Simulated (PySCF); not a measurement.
Isomers of C2H9FSSi2, mass 139.995 u with the commonest isotopes. Computed with wB97X-D/def2-SVPD in PySCF (dipole) on a GFN2-xTB geometry, gas phase. One conformer each, none proved a minimum here; rigid rotors.

Task: Order these by radius of gyration √(Σ m r²/M), smallest first.
A. `[F:1][CH2:2][C@H:3]([SiH3:4])[SiH2:5][SH:6]` with F1–C2–C3–Si4 67°, C2–C3–Si5–S6 -169°, C3–Si5–S6–H 180°
B. `[CH3:1][S:2][C:3]([F:4])([SiH3:5])[SiH3:6]` with C1–S2–C3–F4 -62°
C. `[CH3:1][S:2][SiH2:3][SiH2:4][CH2:5][F:6]` with C1–S2–Si3–Si4 -178°, S2–Si3–Si4–C5 -167°, Si3–Si4–C5–F6 -44°

Result: B (1.907 Å), A (2.119 Å), C (2.380 Å).

Task: Order these by rotational constant A, smallest first.
A. `[CH3:1][S:2][C:3]([F:4])([SiH3:5])[SiH3:6]` with C1–S2–C3–F4 -62°
B. `[F:1][C@H:2]([CH2:3][SiH3:4])[SiH2:5][SH:6]` with F1–C2–C3–Si4 -54°, F1–C2–Si5–S6 176°, C2–Si5–S6–H 174°
C. `[F:1][CH2:2][C@H:3]([SiH3:4])[SiH2:5][SH:6]` with F1–C2–C3–Si4 67°, C2–C3–Si5–S6 -169°, C3–Si5–S6–H 180°
D. `[CH3:1][S:2][SiH2:3][SiH2:4][CH2:5][F:6]` with C1–S2–Si3–Si4 -178°, S2–Si3–Si4–C5 -167°, Si3–Si4–C5–F6 -44°

Result: A (2066 MHz), B (2380 MHz), C (2532 MHz), D (4629 MHz).

Task: Order these by out-of-plane moment Σ m c² = (Ia + Ib − Ic)/2, smallest first.
A. `[CH3:1][S:2][C:3]([F:4])([SiH3:5])[SiH3:6]` with C1–S2–C3–F4 -62°
B. `[F:1][C@H:2]([CH2:3][SiH3:4])[SiH2:5][SH:6]` with F1–C2–C3–Si4 -54°, F1–C2–Si5–S6 176°, C2–Si5–S6–H 174°
C. `[CH3:1][S:2][SiH2:3][SiH2:4][CH2:5][F:6]` with C1–S2–Si3–Si4 -178°, S2–Si3–Si4–C5 -167°, Si3–Si4–C5–F6 -44°
D. `[F:1][CH2:2][C@H:3]([SiH3:4])[SiH2:5][SH:6]` with F1–C2–C3–Si4 67°, C2–C3–Si5–S6 -169°, C3–Si5–S6–H 180°

Result: C (12.64 u·Å²), D (31.19 u·Å²), B (49.22 u·Å²), A (69.67 u·Å²).

```csv
SMILES,point group,Ia (u·Å²),Ib (u·Å²),Ic (u·Å²),κ,μa (D),μb (D),μc (D)
CS[SiH2][SiH2]CF,C1,109.18,696.62,780.52,-0.96,0.07,0.04,0.83
FC[C@H]([SiH3])[SiH2]S,C1,199.59,460.06,597.26,-0.70,0.39,0.44,1.21
CSC(F)([SiH3])[SiH3],C1,244.59,334.20,439.45,-0.21,0.47,1.06,0.72
F[C@H](C[SiH3])[SiH2]S,C1,212.36,464.07,577.98,-0.71,0.84,0.21,0.10
```
